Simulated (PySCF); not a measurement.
# Worked example: entropy of an ideal gas

SSn, SMILES [S]=[Sn] (connectivity only; charge and spin as stated), neutral, multiplicity 1.

Coordinates come from a PBE0-D3(BJ)/def2-TZVP optimisation. The def2 effective core potentials stand for the cores of Sn; spin–orbit coupling is left out.

PySCF 2.14.0 with PBE0-D3(BJ)/def2-TZVP gives the harmonic wavenumbers 504 cm⁻¹ and the rotational temperature 0.1979 K. The molar mass is 150.77 g/mol, the symmetry number 1, the spin multiplicity 1.

Q: Work out the entropy at 298.15 K and 1 atm in the rigid-rotor, harmonic-oscillator model.

A: 
Translation (Sackur–Tetrode at 1 atm): S = R[1.5 ln M + 2.5 ln T − 1.16487] = 171.3 J/(mol K).
Rotation: q = T/(σ θ) = 1510, S = R[ln q + 1] = 69.2 J/(mol K).
Vibration: with u = 1.4388 ν/T, each mode gives R[u/(e^u − 1) − ln(1 − e^−u)]:
| ν (cm⁻¹) | modes | u | S (J/(mol K)) |
|---|---|---|---|
| 504 | 1 | 2.43 | 2.71 |
These are all the modes. Sum 2.7 J/(mol K).
Spin: R ln 1 = 0.0 J/(mol K).
Total 243.2 J/(mol K); the program's own thermochemistry gives 243.2. Translation makes up 70 % and vibration 1 %. Anharmonicity, hindered rotation and orbital degeneracy are left out.
